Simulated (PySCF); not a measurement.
## Simulated absorption spectrum

Species: C5H8N2O2.
Geometry (GFN2-xTB, Å), atoms numbered from 1 in this order:
```
atom  x, y, z in Å
C1    -2.8433   -0.0180   -0.6442
O2    -2.1736   -0.6920    0.3952
C3    -0.8874   -0.2189    0.6739
C4     0.1577   -0.6056   -0.4000
C5     1.4864   -0.1139    0.0117
N6     1.9921    1.0665   -0.2004
C7     3.1908    0.9988    0.4315
N8     3.4136   -0.1465    0.9993
O9     2.3052   -0.8869    0.7346
H10   -2.7998    1.0679   -0.5036
H11   -3.8794   -0.3474   -0.6004
H12   -2.4304   -0.2673   -1.6273
H13   -0.8894    0.8756    0.7870
H14   -0.6100   -0.6772    1.6270
H15   -0.1043   -0.1426   -1.3511
H16    0.1778   -1.6907   -0.5033
H17    3.8870    1.8103    0.4587
```

Computed, not measured: TDDFT B3LYP/def2-SVPD, vertical, gas phase, core orbitals frozen in the response in PySCF 2.14.0, density-fitted response routines.

Each state is given a Gaussian of 0.5 eV full width at half maximum, with ε(max) = 2.175×10⁸ f / Δν̃ (Δν̃ the width in cm⁻¹). The width is an assumption, not a result. The curve ends short of the highest state used, and states not computed would add to its high-energy end.

```csv
E (eV),ε (L mol⁻¹ cm⁻¹)
5.06,10
5.10,20
5.14,37
5.19,76
5.23,130
5.27,213
5.32,379
5.36,576
5.40,847
5.45,1304
5.49,1771
5.53,2323
5.57,2942
5.62,3764
5.66,4408
5.70,4987
5.75,5541
5.79,5799
5.83,5864
5.88,5664
5.92,5302
5.96,4796
6.01,4033
6.05,3383
6.09,2747
6.13,2165
6.18,1557
6.22,1187
6.26,932
6.31,782
6.35,804
6.39,959
6.44,1354
6.48,1839
6.52,2478
6.56,3262
6.61,4410
6.65,5411
6.69,6419
6.74,7579
6.78,8333
6.82,8860
6.87,9130
6.91,9016
```

Problem. Locate the maxima and give the states behind the curve.

Solution. 213 nm (5.82 eV), ε about 5900, made up of S1 (87%) and S2 (13%); 180 nm (6.87 eV), ε about 9100, made up of S3 (75%) and S4 (18%) (ε in L mol⁻¹ cm⁻¹; maxima over ε = 5, shares over 10%). The states used: S1 5.81 eV (f 0.095); S2 5.92 eV (f 0.016); S3 6.85 eV (f 0.129); S4 6.94 eV (f 0.032); S5 6.97 eV (f 0.010); S6 7.27 eV (f 0.0066); S7 7.44 eV (f 0.011); S8 7.51 eV (f 0.010).

Problem. On this curve, what absorbance would a 10⁻⁵ mol/L sample give at 222 nm over a 1 cm path?

Solution. 222 nm is 5.585 eV, where ε is about 3200 L mol⁻¹ cm⁻¹, so A = ε c l ≈ 0.032 (Beer–Lambert, with the gas-phase spectrum and the assumed width).

Problem. What would ε be at 6.87 eV, the highest of these maxima, with half the width (0.25 eV)?

Solution. About 17000 L mol⁻¹ cm⁻¹ against 9130, a factor of about 1.9; a lone state at its own centre would give exactly 2.

Problem. Coming from long wavelengths, where does ε first pass 100 L mol⁻¹ cm⁻¹?

Solution. At about 238 nm (5.21 eV), 0.60 eV below S1.

One conformer stands for the species.
